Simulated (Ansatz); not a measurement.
Reaction (substitution at a C–C bond): `FCC(F)OC(F)F` + `CSS` → `CSSCF` + `FCOC(F)F`

Calculated with Ansatz (gas phase, PBE0-D4/def2-TZVP geometries, no zero-point term in ΔE). CCSD(T)/CBS is the MP2 limit (def2-TZVPP, def2-QZVPP) plus CCSD(T) − MP2 in def2-TZVPP, frozen cores. Functionals use def2-TZVPP. B3LYP here is the variant with VWN-RPA as its local correlation; programs differ in this. Each species was taken in one conformer, which may not be the lowest.

| level | ΔE (eV) |
| --- | --- |
| PBE-D4 | -0.02 |
| PBE0-D4 | 0.04 |
| ωB97X-V | 0.09 |
| PBE | 0.00 |
| B3LYP | 0.06 |
| SCS-MP2/def2-TZVPP | 0.08 |
| CCSD(T)/def2-TZVPP | 0.10 |
| MP2/CBS(def2) | 0.02 |

(1) What does CCSD(T)/CBS give? (Estimate.)

Largest T1 diagnostic among the species: 0.012.

Answers

(1) Computed: +0.08 eV. The listed levels differ from it by -0.10, -0.04, 0.01, -0.08, -0.02, 0.00, 0.02, -0.06 eV.

The D4 term adds −0.03 eV with B3LYP and −0.02 eV with PBE0; it sums over pairs of atoms, weighted by their polarisabilities, and B3LYP, whose exchange is more repulsive, gets the larger term. From PBE to PBE0 (25 % exact exchange), in def2-TZVPP and without D4, ΔE moves by +0.06 eV. In def2-TZVPP, CCSD(T) changes the Hartree–Fock value by −0.10 eV (the triples alone add −0.03 eV) and MP2 by −0.15 eV.
